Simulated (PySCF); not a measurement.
**SMILES C1/C=C(/B(C)C)CC/C=C\C1, C10H17B**

Molfile (atoms numbered from 1):
```
C10H17B
     RDKit          3D

 28 28  0  0  0  0  0  0  0  0999 V2000
   -2.8724    1.5767   -0.1181 C   0  0  0  0  0  0  0  0  0  0  0  0
   -2.0459    0.2761    0.2175 B   0  0  0  0  0  0  0  0  0  0  0  0
   -2.7529   -1.1173   -0.0119 C   0  0  0  0  0  0  0  0  0  0  0  0
   -0.5811    0.3153    0.7713 C   0  0  0  0  0  0  0  0  0  0  0  0
    0.1296    1.4584    0.6447 C   0  0  0  0  0  0  0  0  0  0  0  0
    1.5881    1.6513    0.9337 C   0  0  0  0  0  0  0  0  0  0  0  0
    2.5107    1.0321   -0.1491 C   0  0  0  0  0  0  0  0  0  0  0  0
    3.0814   -0.3156    0.2012 C   0  0  0  0  0  0  0  0  0  0  0  0
    2.4115   -1.4640    0.3551 C   0  0  0  0  0  0  0  0  0  0  0  0
    0.9282   -1.6765    0.2202 C   0  0  0  0  0  0  0  0  0  0  0  0
    0.0700   -0.9491    1.2860 C   0  0  0  0  0  0  0  0  0  0  0  0
   -3.8926    1.4860    0.2930 H   0  0  0  0  0  0  0  0  0  0  0  0
   -2.4475    2.5321    0.2203 H   0  0  0  0  0  0  0  0  0  0  0  0
   -3.0109    1.6309   -1.2137 H   0  0  0  0  0  0  0  0  0  0  0  0
   -2.0747   -1.9216   -0.3369 H   0  0  0  0  0  0  0  0  0  0  0  0
   -3.6138   -1.0728   -0.6958 H   0  0  0  0  0  0  0  0  0  0  0  0
   -3.1490   -1.4372    0.9723 H   0  0  0  0  0  0  0  0  0  0  0  0
   -0.3885    2.3339    0.2368 H   0  0  0  0  0  0  0  0  0  0  0  0
    1.8480    1.2135    1.9122 H   0  0  0  0  0  0  0  0  0  0  0  0
    1.7950    2.7295    1.0065 H   0  0  0  0  0  0  0  0  0  0  0  0
    3.3451    1.7232   -0.3388 H   0  0  0  0  0  0  0  0  0  0  0  0
    1.9497    0.9691   -1.0987 H   0  0  0  0  0  0  0  0  0  0  0  0
    4.1661   -0.3506    0.3540 H   0  0  0  0  0  0  0  0  0  0  0  0
    3.0023   -2.3475    0.6225 H   0  0  0  0  0  0  0  0  0  0  0  0
    0.5941   -1.3537   -0.7822 H   0  0  0  0  0  0  0  0  0  0  0  0
    0.7276   -2.7572    0.2689 H   0  0  0  0  0  0  0  0  0  0  0  0
    0.7032   -0.7297    2.1618 H   0  0  0  0  0  0  0  0  0  0  0  0
   -0.7099   -1.6374    1.6427 H   0  0  0  0  0  0  0  0  0  0  0  0
  1  2  1  0
  2  3  1  0
  2  4  1  0
  4  5  2  0
  5  6  1  0
  6  7  1  0
  7  8  1  0
  8  9  2  0
  9 10  1  0
 10 11  1  0
 11  4  1  0
  1 12  1  0
  1 13  1  0
  1 14  1  0
  3 15  1  0
  3 16  1  0
  3 17  1  0
  5 18  1  0
  6 19  1  0
  6 20  1  0
  7 21  1  0
  7 22  1  0
  8 23  1  0
  9 24  1  0
 10 25  1  0
 10 26  1  0
 11 27  1  0
 11 28  1  0
M  END
```

Method used: TDDFT CAM-B3LYP/def2-SVP circular dichroism and optical rotation, one conformer, IEF-PCM benzene (non-equilibrium linear response, no local-field factor) (PySCF). Geometry: PBE0-D3(BJ)/def2-SVP.

States above about 7.9 eV (minus the energy of the highest occupied orbital) lie near or above the ionisation threshold and depend on the basis. No stereocentre is labelled: unless the shape is locked (an allene, a helicene, a hindered biaryl), the mirror image is equally populated and a measured rotation or CD is zero.

Problem. Draw the ECD and absorption spectra from the lowest 12 states, each a Gaussian of half-width 0.3 eV at 1/e height.

Solution. 
```
E (eV)  λ (nm)  Δε (L mol⁻¹ cm⁻¹)  ε (L mol⁻¹ cm⁻¹)
  4.82     257              -1.30               571
  4.97     250              -5.36              2360
  5.12     242             -13.36              5970
  5.27     235             -20.03              9380
  5.42     229             -17.45              9570
  5.57     223              -6.50              7110
  5.72     217              +5.94              4760
  5.87     211             +13.70              3850
  6.02     206              +8.21              4480
  6.17     201              -8.82              5690
  6.32     196             -14.11              6600
  6.47     192             +10.35              8900
  6.62     187             +51.87             13900
  6.77     183             +75.67             17100
  6.92     179             +62.43             13800
  7.07     175             +33.60              8020
  7.22     172             +16.69              6000
  7.37     168             +11.65              7150
  7.52     165              +1.24              7450
  7.67     162             -29.21              6320
  7.82     159             -75.36              6120
```
Δε uses R in velocity form, ε uses f in length form. Only the states computed contribute, so the short-wavelength end is incomplete.
